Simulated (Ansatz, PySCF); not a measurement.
Gas-phase reaction in SMILES: N (NH3) -> [NH2] (NH2) + H atom (the H-N bond at the site shown breaks; other sites are not compared here)
Structures are relaxed separately at B3LYP-D3(BJ)/def2-TZVP in Ansatz (a program for electronic structure).

Wanted: bond dissociation energy (enthalpy at 298 K, with B3LYP-D3(BJ) rigid-rotor harmonic-oscillator terms from PySCF), in kcal/mol. Cores are frozen in the correlated levels unless marked. UHF or UKS for open shells. No spin-orbit coupling. No relativistic terms. Basis-set limits of correlation are two-point, X^-3; Hartree-Fock from the larger set (for Q and 5 zeta extrapolated as (X+1)exp(-9√X)).

```json
[
 {"level": "revPBE/def2-TZVPD", "program": "Ansatz", "bond dissociation energy (kcal/mol)": "?"},
 {"level": "B3LYP/def2-TZVPD", "program": "Ansatz", "bond dissociation energy (kcal/mol)": "104.4"},
 {"level": "PBE0-D3(BJ)/def2-TZVP", "program": "Ansatz + dftd3", "bond dissociation energy (kcal/mol)": "103.3"},
 {"level": "SCS-MP2/aug-cc-pVDZ", "program": "Ansatz", "bond dissociation energy (kcal/mol)": "102.4"},
 {"level": "SCS-MP2/def2-QZVPP", "program": "Ansatz", "bond dissociation energy (kcal/mol)": "108.6"},
 {"level": "CCSD(T)/CBS(cc-pVQZ,cc-pV5Z)", "program": "Ansatz", "bond dissociation energy (kcal/mol)": "?"}
]
```

Task: What belongs in the gaps?

Result: 
- revPBE/def2-TZVPD, bond dissociation energy (kcal/mol): 101.7
- CCSD(T)/CBS(cc-pVQZ,cc-pV5Z), bond dissociation energy (kcal/mol): 107.2
